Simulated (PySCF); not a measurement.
Multinuclear NMR of C$_{5}$H$_{9}$FOSi$_{3}$

Bonds (- single, = double, # triple, : aromatic): C1=C2, C2-F3, C2-Si4, Si4-C5, C5#C6, C6-C7, Si4-Si8, Si8-O9, O9-Si10, Si10-Si4. C1 carries H11, H12; C7 carries H13, H14, H15; Si8 carries H16, H17; Si10 carries H18, H19. H12 is cis to F3; H11 is trans to F3.

Fast rotation and ring inversion assumed for equivalent nuclei, no solvent, non-relativistic, one computed conformer. Shieldings: GIAO PBE0/pcSseg-1; GFN2-xTB geometry; PySCF 2.14.0 with density-fitted response routines.

(1) Where does 19F resonate?

(2) Where does 29Si resonate?

(3) Predict the 17O NMR data.

Answers

(1) 
```json
{"atoms": "F3", "environment": "vinylic fluorine", "σ (ppm)": "269.7", "δ (ppm)": "-97.3"}
```

Shieldings were converted by a linear fit to measured shifts: 19F: δ = 146.13 − 0.903σ +14.6 on sp3 carbon (rms 6.0 ppm, 223 shifts, 7.0 ppm with the 5 outliers that the fit left out vs CFCl3, solution or neat liquid). A few per cent of atoms miss by over 2 rms, more outside the fitted compound classes.

On a 300 MHz spectrometer 19F resonates near 282.3 MHz, so 1 ppm is 282.3 Hz.

(2) 
| atoms | environment | σ (ppm) | δ (ppm) |
| --- | --- | --- | --- |
| Si8/Si10 | silicon bonded to O, Si, 2 H, in a 4-membered ring | 342.0 | -1.1 |
| Si4 | silicon bonded to 2 C, 2 Si, in a 4-membered ring | 359.7 | -15.7 |

Shieldings were converted by a linear fit to measured shifts: 29Si: δ = 279.94 − 0.822σ (rms 8.9 ppm, 72 shifts, 25.8 ppm with the 6 outliers that the fit left out vs TMS, solution or neat liquid). Occasional misses reach two or three times the rms, and more in compound classes unlike the fitted ones.

On a 500 MHz spectrometer 29Si resonates near 99.3 MHz, so 1 ppm is 99.3 Hz.

(3) 
| atoms | environment | σ (ppm) | δ (ppm) |
| --- | --- | --- | --- |
| O9 | oxygen bonded to 2 Si, in a 4-membered ring | 274.0 | 17.1 |

Shieldings were converted by a linear fit to measured shifts: 17O: δ = 266.70 − 0.911σ (rms 10.7 ppm, 155 shifts, 12.2 ppm with the 3 outliers that the fit left out vs liquid water, solution or neat liquid). A few per cent of atoms miss by over 2 rms, more outside the fitted compound classes.

On a 500 MHz spectrometer 17O resonates near 67.8 MHz, so 1 ppm is 67.8 Hz.
